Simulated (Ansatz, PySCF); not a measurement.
Mg(F)(NMe2) (C2H6FMgN), SMILES C[N](C)[Mg][F].

The structure is a stationary point at B3LYP-D3(BJ)/def2-SVP. The structure was generated by enumeration; whether it is a known compound was not checked. The values are those of a single conformer.

Vertical ionisation energy (IE) and electron affinity (EA) in eV. Rows of orbital energies are one-electron estimates. Where ΔSCF, EOM or ADC give a negative EA the extra electron is unbound and the value depends on the basis.

```csv
level,IE,EA
"−ε(HOMO), −ε(LUMO), PBE0/def2-TZVP (PySCF)",5.70,1.31
"−ε(HOMO), −ε(LUMO), PBE/def2-TZVP (PySCF)",4.48,2.06
"ΔSCF, PBE0/def2-SVPD (Ansatz), final states of multiplicity 2 and 2",7.74,-0.01
"ΔSCF, PBE/def2-SVPD (Ansatz), final states of multiplicity 2 and 2",7.75,0.10
```

**Question.** What vertical singlet–triplet gap does ΔSCF give with PBE0/def2-SVPD (Ansatz, a quantum-chemistry and plane-wave program) and with PBE/def2-SVPD (Ansatz)? (Estimate from the structure and the level; the computed values follow.)

**Answer.** 3.06 and 2.99 eV (triplet above singlet where positive).
